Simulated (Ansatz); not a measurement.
Gas-phase electronic energies from Ansatz, PBE0-D4/def2-TZVP geometries. CCSD(T)/CBS is the MP2 limit (def2-TZVPP, def2-QZVPP) plus CCSD(T) − MP2 in def2-TZVPP, frozen cores. This one scheme is used for every species. Functionals use def2-TZVPP. One conformer a species, not always the lowest.

Reaction (hydrogenolysis of the Si–N bond): `[SiH3]N[SiH](Cl)Cl` + H₂ → SiH₄ + `N[SiH](Cl)Cl`

```json
{"level": "B2PLYP", "ΔE (kcal/mol)": "6.5"}
{"level": "LC-ωPBE", "ΔE (kcal/mol)": "5.5"}
```

**Question.** What does CCSD(T)/CBS give? (Best estimate.)

**Answer.** The calculation gave: +8.2 kcal/mol. The listed levels differ from it by -1.7, -2.7 kcal/mol.

Largest T1 diagnostic among the species: 0.011.

In def2-TZVPP, CCSD(T) changes the Hartree–Fock value by +3.6 kcal/mol (the triples alone add +0.9 kcal/mol) and MP2 by +5.4 kcal/mol. The D4 term adds +2.9 kcal/mol with B3LYP and +1.6 kcal/mol with PBE0; it sums over pairs of atoms, weighted by their polarisabilities, and B3LYP, whose exchange is more repulsive, gets the larger term.

B3LYP here is the variant with VWN-RPA as its local correlation; programs differ in this.
